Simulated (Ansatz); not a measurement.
Stepwise reaction of `[NH2][Ga]([OH])[OH]` with hydrogen, as a gas-phase model of exchange steps in deposition or etching. ΔE in kJ/mol; ΔG adds harmonic PBE0-D4 terms to CCSD(T)/CBS, at 1 bar.

Calculated with Ansatz (gas phase, PBE0-D4/def2-TZVP geometries, no zero-point term in ΔE). CCSD(T)/CBS is the MP2 limit (def2-TZVPP, def2-QZVPP) plus CCSD(T) − MP2 in def2-TZVPP, frozen cores. This one scheme is used for every species. DFT in def2-TZVPP. B3LYP here is the variant with VWN-RPA as its local correlation; programs differ in this. For Ga outer-core shells are correlated without core-valence functions, which leaves a few kJ/mol of doubt a bond. Scalar relativity is left out up to krypton. Each species was taken in one conformer, which may not be the lowest.

| step | reaction | PBE-D4 | B3LYP-D4 | ωB97M-V | CCSD(T)/CBS | ΔG(400 K) |
| --- | --- | --- | --- | --- | --- | --- |
| 2 | `[NH2][GaH][OH]` + H₂ → `[NH2][GaH2]` + H₂O | 35.6 | 38.1 | 36.2 | 39.3 | 42.8 |

Question: Give the row of step 1, `[NH2][Ga]([OH])[OH]` + H₂ → `[NH2][GaH][OH]` + H₂O. (Estimate.)

Answer: The calculation gave: 
| step | reaction | PBE-D4 | B3LYP-D4 | ωB97M-V | CCSD(T)/CBS | ΔG(400 K) |
| --- | --- | --- | --- | --- | --- | --- |
| 1 | `[NH2][Ga]([OH])[OH]` + H₂ → `[NH2][GaH][OH]` + H₂O | 28.1 | 30.6 | 28.4 | 31.5 | 29.8 |

Question: By hand: ΔE of the 2 steps together at CCSD(T)/CBS.

Answer: (31.5) + (39.3) = 70.8 kJ/mol, or 35.4 kJ/mol a step.

In ΔE each step is higher than the one before. All are uphill at CCSD(T)/CBS. ΔG lies between 29.8 and 42.8 kJ/mol a step. PBE-D4 differs from CCSD(T)/CBS by -3.7 to -3.4 kJ/mol a step. Isolated molecules leave out the surface, adducts and barriers. Largest T1 diagnostic: 0.014.
